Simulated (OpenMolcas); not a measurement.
## Computed transition rates of Rh⁺

| Quantity | Value |
| --- | --- |
| Program | OpenMolcas 26.06 |
| Method | CASSCF |
| Basis | ANO-R3 [8s6p5d3f2g1h] |
| Scalar Hamiltonian | X2C, finite nucleus |
| Active space | 8 electrons in 5 orbitals (4d) |
| State averaging | 2S+1 = 3 even, 10 roots; 2S+1 = 1 even, 15 roots (14 in the spin-orbit step) |
| Spin-orbit coupling | RASSI with atomic mean-field integrals over the reference wave functions, term energies averaged over their components |

Rates come from the transition moments of the reference wave functions (E1 and E2 in the length form). At fixed line strength A goes as λ^-3 for E1 and M1 and as λ^-5 for E2, so a rate at the computed wavelength can be rescaled to the measured one. Measured vacuum wavelengths follow from level energies in NIST Handbook of Basic Atomic Spectroscopic Data. Branching counts decays inside the model space alone, at computed energies, and the table is only a selection of the E2 and M1 lines, drawn from those between levels with measured partners whose computed energy lies within a factor of 1.5 of the measured one.

```
         Upper    Lower  Type  λ computed (nm)  λ measured (nm)  A computed (s-1)  A rescaled (s-1)  Branching %
       4d⁸ ³F₂  4d⁸ ³F₃    M1             7333             8479          8.78e-02          5.68e-02        100.0
       4d⁸ ³F₃  4d⁸ ³F₄    M1             4198             4164          3.52e-01          3.61e-01        100.0
4d⁸ ¹D₂ [60 %]  4d⁸ ³F₂    M1             1241             1240          4.03e-01                           28.5
4d⁸ ¹D₂ [60 %]  4d⁸ ³F₃    M1             1061             1082          9.80e-01                           69.2
4d⁸ ¹D₂ [60 %]  4d⁸ ³F₄    E2            846.9            858.8          3.02e-02                            2.1
       4d⁸ ¹G₄  4d⁸ ³F₃    M1            613.2            802.9          3.38e-01                           28.4
       4d⁸ ¹G₄  4d⁸ ³F₄    M1              535            673.2          8.46e-01                           71.1
```

Spin-changing lines and M1 lines between different terms are not rescaled, since their strength hangs on the term gaps too.

The largest correction is for 4d⁸ ³F₂ → 4d⁸ ³F₃ (M1): 8.78e-02 × (7333 / 8479)^3 = 5.68e-02 s-1, a factor of 0.65.

These are rates of the free ion; in crystals, glasses and complexes forced electric-dipole and non-radiative decay shorten such lifetimes by orders of magnitude. No measured rate stands beside these. Rescaling mends the energy factor alone: line strengths can still be far off where a level mixes with configurations outside the active space, and weak or spin-changing lines hang on small mixing coefficients that depend on the term gaps too, so rescaling need not improve them.

Some high roots are left out of the spin-orbit mixing, which shifts the levels that they would mix with. Configurations with an s electron lie low at this charge and mix in, so terms can be misplaced. Without dynamic correlation excited terms often stand tens of per cent too high (terms of higher spin than the ground term too low), and those without a measured partner can miss by more than the paired ones. Measured partners are found by configuration, term and J. A level has none where our copy of the source lacks it or the pairing is in doubt (some pairs that miss far off the trend of their configuration count as doubtful). Only configurations of the active space appear.

A share in square brackets marks a mixed level and gives the weight of the term that names it.
